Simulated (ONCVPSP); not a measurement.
Before and after: ONCV potential for cerium (Ce)

```
Element                 : Ce
Generator               : ONCVPSP 4.0.1
Type                    : optimised norm-conserving Vanderbilt (ONCV)
Functional              : LDA (Perdew-Zunger)
Relativity              : scalar-relativistic
Frozen core             : [Kr] 4d10
Valence charge          : 12
Reference configuration : 4f1 5s2 5p6 5d1 6s2
Partial waves           : 5s+6s: rc 2.20 bohr, ncon 3, nbas 7, qcut 6 1/bohr, 2 projectors; 5p: rc 2.80 bohr, ncon 4, nbas 8, qcut 5.2 1/bohr, 3 projectors, debl 2.9 Ha; 5d: rc 3.90 bohr, ncon 4, nbas 9, qcut 4.5 1/bohr, 2 projectors, debl 0.4 Ha; 4f: rc 1.75 bohr, ncon 3, nbas 7, qcut 8.9 1/bohr, 3 projectors, debl 1.6 Ha
Local potential         : polynomial inside 1.30 bohr (lpopt 5, dvloc0 0 Ha)
Core correction         : Teter function, fcfact 3.75, rcfact 1.25
```

Change: f: qcut 11.

Cutoffs: the cutoffs (Ha) at which the residual kinetic energy of the hardest occupied pseudo-wave falls to 1 and 0.1 mHa per electron; they do not see the model core or the augmentation charge, which bear on the density cutoff. Errors are all-electron minus pseudo energies relative to the spin-unpolarised reference configuration.

Task: What does the change do?

Result: The potential gets harder (35 Ha and 39 Ha → 46 Ha and 51 Ha); both files keep a bound ghost (s); of the 4 tests that both files solve, the error grows in 0 and shrinks in 1 by more than 15 % and 0.3 meV (median size 11.6 → 11.6 meV). The waves are optimised to have the least kinetic energy above qcut, so the cutoff follows it (qcut²/2 in Ha).

```tsv
quantity	base	changed
cutoff, loose	35 Ha	46 Ha
cutoff, tight	39 Ha	51 Ha
loose cutoff by channel	s 12 Ha, p 5.3 Ha, d 5.5 Ha, f 35 Ha	s 12 Ha, p 5.3 Ha, d 5.5 Ha, f 46 Ha
bound ghosts	s	s
GHOST(+) flags under 300 eV	d at 48.5 eV, p at 185.7 eV	d at 48.5 eV, p at 185.7 eV
error for 4f1 5s2 5p6 5d1 6s1, meV [ΔE 6.27 eV]	-1.4	-1.4
error for 4f1 5s2 5p6 5d1 6s0, meV [ΔE 17.62 eV]	-4.8	-4.7
error for 4f1 5s2 5p6 5d0 6s0, meV [ΔE 36.95 eV]	+19	+18
error for 4f0 5s2 5p6 5d2 6s1, meV [ΔE 11.58 eV]	+593	+348
s: phases at 2.24 bohr within 0.05 rad from the reference energy up to (Ha; the scan ends near 5)	to the end of the scan	to the end of the scan
p: phases at 2.84 bohr within 0.05 rad from the reference energy up to (Ha; the scan ends near 5)	to the end of the scan	to the end of the scan
d: phases at 3.95 bohr within 0.05 rad from the reference energy up to (Ha; the scan ends near 5)	1.7	1.7
f: phases at 1.77 bohr within 0.05 rad from the reference energy up to (Ha; the scan ends near 5)	to the end of the scan	to the end of the scan
rms error of d²Exc/dni dnj with the model core, mHa	5.95	6.00
```

 A true bound ghost makes a file unfit for plane-wave use even where its test errors are small: the radial tests pick states by their node count and pass the ghost by.
